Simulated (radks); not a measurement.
Q: Ce16+, configuration [Kr] 4d6. All-electron calculation, scalar-relativistic Kohn-Sham, LB94 model potential, spin-polarised, spherical densities, finite nucleus; open shells are filled with parallel spins first (spin-orbit coupling, left out, can overturn this in heavy ions); Fermi nuclear charge, rms radius 4.8771 fm. Program: a radial shooting solver on a logarithmic mesh with Libxc functionals. Some entries of the table are withheld. Estimate them.

orbital  occ.  eigenvalue (eV)  <r^2> (bohr^2)
1s down     1        -40807.69       0.0008183
1s up       1        -40807.60       0.0008183
2s up       1        -6859.317         0.01300
2s down     1        -6858.732         0.01300
2p up       3        -6188.099         0.01035
2p down     3        -6187.797         0.01035
3s up       1        -1764.569         0.08783
3s down     1        -1764.099         0.08795
3p up       3        -1550.452         0.08756
3p down     3        -1549.855         0.08770
3d up       5        -1246.768         0.07432
3d down     5        -1245.534         0.07448
4s up       1              (1)          0.4267
4s down     1              (2)          0.4252
4p up       3              (3)          0.4680
4p down     3              (4)          0.4666
4d up       5        -440.7226          0.5261
4d down     1        -437.3173          0.5246

A: 
(1) 4s up eigenvalue (eV): -618.1309
(2) 4s down eigenvalue (eV): -614.8326
(3) 4p up eigenvalue (eV): -545.6408
(4) 4p down eigenvalue (eV): -542.1641
